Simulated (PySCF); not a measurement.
**Adding and removing an electron: NaPb**

r²SCAN; basis Na aug-cc-pVDZ, Pb aug-cc-pVDZ-PP with ECP60; scalar-relativistic core potentials; PySCF 2.14. Neutral (UKS): quartet (σ ↑, π ↑↑), Re = 2.970 Å, ωe = 166 cm⁻¹, De = 1.22 eV, HOMO -3.44 eV, LUMO -2.19 eV.

NaPb⁺ (UKS): triplet (σ ↑, π ↑), Re = 3.466 Å, ωe = 102 cm⁻¹. The energies at the minima are -355.21127 hartree for NaPb and -355.00111 for NaPb⁺.

Q: Work out the adiabatic ionisation energy, without and with harmonic zero-point energies (1 hartree = 27.2114 eV, 1 eV = 8065.5 cm⁻¹), and the change of the bond length.

A: At r²SCAN: 0.21016 hartree = 5.719 eV between the minima; the zero-point term (102.0 − 166.0)/2 cm⁻¹ = -0.004 eV makes it 5.715 eV. Re changes by +49.6 pm against the neutral. The electron leaves a π orbital; in so polar a molecule the change of length follows mostly from the change of the ionic charges.

Spin–orbit coupling is left out, which matters for elements this heavy, above all for dissociation energies. States were picked by a PBE0 search and need not be the measured ground states.
